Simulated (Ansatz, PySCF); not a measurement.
Reaction (SMILES): CB(F)F [difluoro(methyl)borane] → [CH2]B(F)F + H atom (the C-H bond at the site shown breaks; other sites are not compared here)
Each molecule is optimised on its own at B3LYP-D3(BJ)/def2-TZVP (Ansatz, a program for electronic structure), one conformer each, not searched for the lowest.

Property: bond dissociation energy (electronic energy difference), in kcal/mol. Cores are frozen in the correlated levels unless marked. UHF or UKS for open shells. Spin-orbit coupling is left out. Non-relativistic. CBS(X,Y): correlation extrapolated as X^-3; Hartree-Fock from the larger set. [CCSD(T)-MP2]/basis is that difference in the basis named.

```json
[
 {"level": "TPSSh-D4/def2-TZVPD", "program": "PySCF + dftd4", "bond dissociation energy (kcal/mol)": "102.8"},
 {"level": "r2SCAN0-D4/def2-TZVPD", "program": "Ansatz + dftd4", "bond dissociation energy (kcal/mol)": "100.6"},
 {"level": "LC-wPBE-D3(BJ)/def2-TZVPD", "program": "Ansatz + dftd3", "bond dissociation energy (kcal/mol)": "101.8"},
 {"level": "LC-wPBE-D4/def2-TZVPD", "program": "Ansatz + dftd4", "bond dissociation energy (kcal/mol)": "101.8"}
]
```

Q: What does RI-MP2/CBS(aug-cc-pVTZ,aug-cc-pVQZ)+[CCSD(T)-MP2]/aug-cc-pVTZ (Ansatz) give?

A: 105.8 kcal/mol, so LC-wPBE-D4/def2-TZVPD differs from it by -4.0 kcal/mol.
